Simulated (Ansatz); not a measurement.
Computed with Ansatz on PBE0-D4/def2-TZVP structures; ΔE is electronic, products minus reactants. CCSD(T)/CBS is the MP2 limit (def2-TZVPP, def2-QZVPP) plus CCSD(T) − MP2 in def2-TZVPP, frozen cores. This one scheme is used for every species. DFT in def2-TZVPP. For Se outer-core shells are correlated without core-valence functions, which leaves a few kJ/mol of doubt a bond. Scalar relativity is left out up to krypton. One conformer a species, not always the lowest.

Consider the cleavage of the Si–Si bond: `CO[SiH2][Si](O)(O)F` + H₂Se → `CO[SiH2][SeH]` + `O[SiH](O)F`.

CCSD(T)/CBS gives -84.8 kJ/mol.

(1) Another level gave -68.5 kJ/mol. Which?
A. PBE-D4/def2-TZVPP
B. PBE0/def2-TZVPP
C. B2PLYP/def2-TZVPP
D. MP2/def2-TZVPP

Largest T1 diagnostic among the species: 0.012.

## Answers

(1) A. PBE-D4 -68.5, PBE0 -77.2, B2PLYP -83.2, MP2/def2-TZVPP -92.3 kJ/mol.

From PBE to PBE0 (25 % exact exchange), in def2-TZVPP and without D4, ΔE moves by −6.0 kJ/mol. The D4 term adds +4.0 kJ/mol with B3LYP and +2.6 kJ/mol with PBE0; it sums over pairs of atoms, weighted by their polarisabilities, and B3LYP, whose exchange is more repulsive, gets the larger term.

B3LYP here is the variant with VWN-RPA as its local correlation; programs differ in this.
